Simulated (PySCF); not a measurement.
## Nb²⁺: ionisation energy

Nb²⁺ [Kr] 4d3 [4d3/2^3, M_J = 3/2] → Nb³⁺ [Kr] 4d2 [4d3/2^2, M_J = 2], as a difference of total energies. Computed with PySCF 2.14 in x2c-SVPall-2c (6s8p6d1f, 67 functions), with the two-component X2C-1e Hamiltonian. Correlated levels: [Ar] 3d10 frozen; the 6 highest virtual spinors dropped. "Screened" scales the spin-orbit matrix elements by Boettger's factors to mimic the two-electron term; Breit and QED terms are absent.

```
                    method  ionisation energy (eV)  difference from reference (eV)
           GHF (spin-free)                  24.216                          -0.824
          GMP2 (spin-free)                  24.724                          -0.316
 GHF (screened spin-orbit)                  24.183                          -0.857
GMP2 (screened spin-orbit)                  24.693                          -0.347
```

Reference: 25.04 eV (semi-empirical (NIST evaluation); NIST Atomic Spectra Database, ionization energies).

The spin-free rows relax to the high-spin LS determinant and lack the spin-orbit shift.

Errors of the correlated levels include the incompleteness of this basis and the frozen core.

The labels give the starting determinants; with spin-orbit coupling the two ends relaxed to ⟨J²⟩ = 6.50, ⟨L²⟩ = 11.99, ⟨S²⟩ = 3.75 and ⟨J²⟩ = 7.28, ⟨L²⟩ = 11.92, ⟨S²⟩ = 1.97.

The determinant of Nb²⁺ and of Nb³⁺ mixes levels of different J (the jj label is only the starting occupation), so the difference between spin-free and spin-orbit rows is not the physical spin-orbit shift.
